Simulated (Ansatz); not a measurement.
Compare A (`F[SiH2][N]([SiH3])[GaH2]`) with its isomer B (`N[SiH2][Ga]([F])[SiH3]`).

Isolated molecules relaxed with PBE0-D4/def2-TZVP in Ansatz; ΔE leaves out vibrations. CCSD(T)/CBS is the MP2 limit (def2-TZVPP, def2-QZVPP) plus CCSD(T) − MP2 in def2-TZVPP, frozen cores. DFT in def2-TZVPP. B3LYP here is the variant with VWN-RPA as its local correlation; programs differ in this. For Ga outer-core shells are correlated without core-valence functions, which leaves a few kJ/mol of doubt a bond. Scalar relativity is left out up to krypton. Each species was taken in one conformer, which may not be the lowest.

Problem. Which is lower in electronic energy at CCSD(T)/CBS, and by how much? (Estimate.)

Solution. The calculation gave: A, by 35.7 kcal/mol.

Problem. Give E(B) − E(A) in kcal/mol with CCSD(T)/def2-TZVPP, CCSD/def2-TZVPP, MP2/def2-TZVPP, PBE-D4, B2PLYP, PBE0-D4, B3LYP. (Best estimate.)

Solution. Computed: CCSD(T)/def2-TZVPP 36.0, CCSD/def2-TZVPP 36.3, MP2/def2-TZVPP 39.7, PBE-D4 23.7, B2PLYP 33.4, PBE0-D4 27.9, B3LYP 28.7. None reverses the order clearly.

Largest T1 diagnostic: 0.014.

From PBE to PBE0 (25 % exact exchange), in def2-TZVPP and without D4, E(B) − E(A) moves by +4.5 kcal/mol. The D4 term adds +2.9 kcal/mol with B3LYP and +1.4 kcal/mol with PBE0; it sums over pairs of atoms, weighted by their polarisabilities, and B3LYP, whose exchange is more repulsive, gets the larger term.
